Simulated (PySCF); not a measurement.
SMILES c1csc([SiH2]c2ccsc2)c1 at its GFN2-xTB optimised geometry (Å):

```
19

C      0.9929    -2.2648     0.0000
C      2.3505    -2.2648     0.0000
S      2.9931    -0.6718     0.0000
C      1.4030     0.0249    -0.0021
Si     1.1924     1.8878     0.0153
C     -0.6173     2.2399    -0.3310
C     -1.3331     1.7378    -1.4534
C     -2.6239     2.1434    -1.4918
S     -3.0191     3.1591    -0.1592
C     -1.4151     3.0227     0.4436
C      0.4576    -0.9596     0.0001
H      0.3951    -3.1591    -0.0005
H      3.0191    -3.1029    -0.0013
H      1.5635     2.4254     1.3291
H      2.0336     2.4761    -1.0352
H     -0.8879     1.0983    -2.1948
H     -3.3784     1.9142    -2.2183
H     -1.1538     3.5355     1.3475
H     -0.5979    -0.7499     0.0002
```

Computed with PBE0/def2-SVP run with PySCF. Cells within 0.4 Å of a nucleus heavier than hydrogen are left out (blank, or x).

Map of the electron localisation function on the plane z = 0.8 Å:

```
|0000000000000000000000000000000|
|0000000000000000000000000000000|
|0000232100001100000000000000000|
|0003454310135310000000000000000|
|0025676421378730000000000000000|
|0036787533689840001331000000000|
|0147898655658730016885200000000|
|01478997665x4510049998410000000|
|0047888866656521269999610000000|
|0026788644677533357999510000000|
|0003566421456544322687200000000|
|0000232100134432222442000000000|
|0000000000012211135531000000000|
|0000000000000000157752012332000|
|0000000000000000157763357765200|
|0000000000001211367665689986400|
|0000000000048864587656889987410|
|0000000000279986676325789986410|
|0000000000168876663003788875300|
|0000000000013334674103666542100|
|0000000000000002676556653110000|
|0000000000000002566787652000000|
|0000000000000013666776664100000|
|0000000000000037875445687510000|
|0000000000000169973112689730000|
|0000000000000279861001478730000|
|0000000000000047730000145300000|
|0000000000000001200000000000000|
|0000000000000000000000000000000|
|0000000000000000000000000000000|
|0000000000000000000000000000000|
```
Scale: ten equal steps from 0.000 (start of '0') to 0.994 (end of '9'), in the order '0123456789'; x runs from -5.50 to 5.50, y from -5.50 (bottom) to 5.50 (top).
